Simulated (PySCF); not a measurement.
r2SCAN on Al⁻ (aluminium, charge -1), [Ne] 3s2 3p2, high-spin 3P determinant. All numbers are calculated (PySCF 2.14, scalar relativity by spin-free X2C-1e, in aug-cc-pCVTZ-DK with one added diffuse shell each of s, p, d, f type (9s8p6d4f, 91 functions)).

```
cycle= 1 E= -242.797802040823  delta_E= -0.00623  |g|= 0.0111  |ddm|= 0.366
cycle= 2 E= -242.797038904596  delta_E= 0.000763  |g|= 0.0198  |ddm|= 0.289
cycle= 3 E= -242.798150725961  delta_E= -0.00111  |g|= 0.00527  |ddm|= 0.208
cycle= 4 E= -242.798253370106  delta_E= -0.000103  |g|= 0.000914  |ddm|= 0.0713
cycle= 5 E= -242.79825731737  delta_E= -3.95e-06  |g|= 0.000874  |ddm|= 0.0304
cycle= 6 E= -242.798260476053  delta_E= -3.16e-06  |g|= 0.000179  |ddm|= 0.00618
cycle= 7 E= -242.798260656148  delta_E= -1.8e-07  |g|= 0.000111  |ddm|= 0.00362
cycle= 8 E= -242.798260706619  delta_E= -5.05e-08  |g|= 1.91e-05  |ddm|= 0.00152
cycle= 9 E= -242.798260707931  delta_E= -1.31e-09  |g|= 3.32e-06  |ddm|= 0.000137
cycle= 10 E= -242.798260707968  delta_E= -3.72e-11  |g|= 1.42e-07  |ddm|= 2.61e-05
converged SCF energy = -242.798260707968  <S^2> = 2.0096336  2S+1 = 3.0064156
```

Highest occupied orbital energy: 0.973 eV; ⟨L²⟩ = 2.04; populations by l: s 6.00, p 8.00, d 0.00, f 0.00.

Q: Can this result be used?

A: With care. The calculation finished and met its thresholds. At r2SCAN the highest occupied level has a positive energy, so only the finite basis holds that electron; in a semilocal or global hybrid functional this comes from self-interaction and does not mean that the real anion is unbound.
